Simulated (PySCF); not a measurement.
SiF2, SMILES F[Si]F (connectivity only; charge and spin as stated), neutral, multiplicity 1.

Geometry optimised at PBE-D3(BJ)/def2-TZVP. The isomer is the one that the SMILES or the coordinates give; other isomers of the formula were not compared.

Method: PBE-D3(BJ)/def2-TZVP in PySCF.

Frequencies are harmonic and unscaled.

**Question.** Give all harmonic wavenumbers and intensities. (The exact figures need the calculation; the answer reports its results.)

**Answer.** 
```json
[
 {"mode": "1", "ν (cm⁻¹)": "317", "IR (km/mol)": "13.9", "moving atoms (share of kinetic energy)": "F 80 %, Si 20 %"},
 {"mode": "2", "ν (cm⁻¹)": "806", "IR (km/mol)": "114.3", "moving atoms (share of kinetic energy)": "F 62 %, Si 38 %"},
 {"mode": "3", "ν (cm⁻¹)": "824", "IR (km/mol)": "157.7", "moving atoms (share of kinetic energy)": "F 55 %, Si 45 %"}
]
```
